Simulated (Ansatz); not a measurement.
`CC[SiH2]S` → 2 C• + 8 H• + S• + Si•  (atomization)

Program: Ansatz. Geometries: PBE0-D4/def2-TZVP. ΔE: electronic, gas phase. CCSD(T)/CBS adds triple-zeta CCSD(T) − MP2 to the extrapolated MP2 energy (def2 sets, frozen cores). This one scheme is used for every species, atoms too. Functionals use def2-TZVPP. No spin–orbit coupling; open shells (•) take unrestricted orbitals. Spin–orbit coupling would lower the free atoms: a little for C, S, Si. Each species was taken in one conformer, which may not be the lowest.

```
           level  ΔE (kcal/mol)
      r2SCAN0-D4          998.6
        PBE-QIDH          998.9
          revPBE          976.1
          r2SCAN         1004.5
     HF/def2-SVP          761.5
CCSD(T)/def2-SVP          950.2
   HF/def2-TZVPP          760.0
 CCSD/def2-TZVPP          970.3
```

Question: What does CCSD(T)/CBS give? (Best estimate.)

Answer: The calculation gave: +1005.0 kcal/mol. The listed levels differ from it by -6.4, -6.1, -28.9, -0.5, -243.5, -54.8, -245.0, -34.7 kcal/mol.

Largest T1 diagnostic among the species: 0.012.

From BLYP to BHLYP (50 % exact exchange), in def2-TZVPP and without D4, ΔE moves by −2.4 kcal/mol: exact exchange takes away binding that semilocal exchange gives to molecules. At CCSD(T), def2-SVP lies −54.8 kcal/mol from the extrapolated value and def2-TZVPP −23.7 kcal/mol: correlation converges slowly with the basis, and small sets miss more of it in the bonded molecule than in its fragments.

For atomizations the MP2-based limit and the directly extrapolated one differ by several kJ/mol either way, and by 10 to 25 for some Ge, Se and Sn compounds, so smaller differences from it don't rank the levels.
